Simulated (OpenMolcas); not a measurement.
## Levels of In II by method

| Property | Result |
| --- | --- |
| Program | OpenMolcas |
| Basis | ANO-RCC-VTZP [7s6p4d2f1g] |
| Scalar Hamiltonian | DKH2, point nucleus |
| Active space | 2 electrons in 8 orbitals (5s 5p 6s 6p) |
| State averaging | 2S+1 = 3 even, 3 roots; 2S+1 = 1 even, 7 roots; 2S+1 = 3 odd, 3 roots; 2S+1 = 1 odd, 3 roots |
| Spin-orbit coupling | state interaction with AMFI integrals over the reference wave functions, term energies averaged over their components |

Methods on the same reference wave functions:
A. CASSCF
B. SS-CASPT2, IPEA 0.25 Eh, imaginary shift 0.1 Eh (closed shells correlated: 4d)
C. MS-CASPT2, IPEA 0.25 Eh, imaginary shift 0.1 Eh (closed shells correlated: 4d)
D. XMS-CASPT2, IPEA 0.25 Eh, imaginary shift 0.1 Eh (closed shells correlated: 4d)

Energies in cm⁻¹ above 5s² ¹S₀, the measured ground level; measured values from NIST Handbook of Basic Atomic Spectroscopic Data.

```tsv
Level	A	B	C	D	Measured
5s² ¹S₀	0.0	0.0	0.0	0.0	0.0
5s 5p ³P°₀	38318	41510	41960	42650	42276
5s 5p ³P°₁	39214	42390	42840	43520	43351
5s 5p ³P°₂	41125	44320	44770	45450	45830
5s 5p ¹P°₁	66819	62120	62580	62930	63038
5p² ³P₀	97739	101640	102100	102740	101608
5p² ³P₁	98627	102530	102990	103630	103249
5p² ³P₂ [73 %]	100183	103540	103990	105860	105565
5p² ¹D₂ [73 %]	107475	106360	106820	101890	97628
```

Deviations, from unrounded energies. A percentage is the sum of absolute deviations over the sum of measured energies, with the sign that they share, or ± where signs differ.

```csv
Against measurement,Levels,A,B,C,D
mean absolute deviation (cm-1),8,5000,2000,1700,890
other configurations (%),8,±6.7,±2.6,±2.3,±1.2
```

D lies closest to measurement on these levels and A furthest from it. The largest miss of D in the table is 5p² ¹D₂ [73 %], by +4300 cm-1. The ranking rests on the paired levels alone, and a cruder setting can come out closer through cancelling errors.

Among B to D the level of the table that moves most is 5p² ¹D₂ [73 %], by 4900 cm-1 (lowest in D, highest in C). Moves below CASPT2's spread within the term are not significant.

The lowest spin-free term lies below A's lowest term by 0.416 hartree in B, 0.418 hartree in C, 0.423 hartree in D.

CASPT2 does not keep the components of a term degenerate, so their means are used; among the terms shown or strongly mixed into the levels shown the widest spread is 350 cm-1 (5p² ¹D, D). Over all roots computed the reference weight is 0.82 to 0.93 in D; the roots of lowest weight are the least certain, and an intruder state may touch them. The run also gave levels led by 5s 6s, which use shells meant for correlation; these and all levels above them are left out. The ¹D term of p² mixes with s d, which this space lacks. Without dynamic correlation excited terms often stand tens of per cent too high (terms of higher spin than the ground term too low), and those without a measured partner can miss by more than the paired ones (holds for A). Some levels mix across a computed gap that differs much from the measured one, so their mixing is not that of the real levels (holds for B; C; D). Computed and measured levels are paired by configuration, term and J; levels that our copy of the source lacks, or whose pairing is in doubt (as where it misses far off the trend of its configuration), stay unpaired and out of the deviations. Levels of configurations outside the active space are missing. The table leaves out levels that lie high or whose names do not pair safely across all columns.

A share in square brackets marks a mixed level and gives the weight of the term that names it, the lowest over the columns. ° marks odd parity.
